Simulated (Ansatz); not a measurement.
The cluster Pd₄S₃, relaxed as a singlet with RKS r2SCAN-D4/def2-SVP in Ansatz, starting from the GFN1-xTB geometry. Force threshold 0.02 eV/Å.

In the def2 sets Pd takes a core potential; there is no spin–orbit coupling. The restricted singlet is unstable towards broken spin symmetry in Hartree–Fock (as tested in another run); at r2SCAN-D4/def2-SVP this wasn't settled. The relaxation made no stability test and no search for a lower SCF solution. No other spin state of charge 0 was run. Another isomer (singlet) lies 0.54 eV lower at PBE0-D4/def2-TZVP; other spin states weren't run for this one.

Start:

```xyz
7

Pd    1.173    1.688   -0.850
Pd    0.272   -1.983    1.067
Pd   -0.323    0.780    1.561
Pd   -0.511   -0.503   -0.915
S    -1.743   -0.982    0.970
S     1.543   -0.147    0.496
S    -0.412    1.147   -2.330
```

Problem. Estimate the energy that the relaxation releases and the steps that it takes.

Solution. 56.7 kJ/mol, in 11 steps; 37 s on 4 threads of Intel Xeon 6975P-C on a shared host. No frequencies were taken in this run, so the end may be a saddle point.

Problem. Does the start keep its bonding?

Solution. Bonds lost: Pd4–S6 (atoms count from 1). Metal–metal contacts that move far: Pd3–Pd4 2.80 to 3.40 Å.

Problem. Predict the relaxed structure.

Solution. 
```xyz
7

Pd    1.0383    1.4127   -0.6234
Pd    0.4494   -1.7159    0.5665
Pd   -0.2236    0.8282    1.6563
Pd   -1.2266   -0.6735   -1.2288
S    -1.6461   -0.7970    1.0012
S     1.8460    0.0097    0.9705
S    -0.2374    0.9359   -2.3424
```
Bond lengths (bridged metal pairs left out): 8 × Pd–S 2.19 to 2.33 Å.
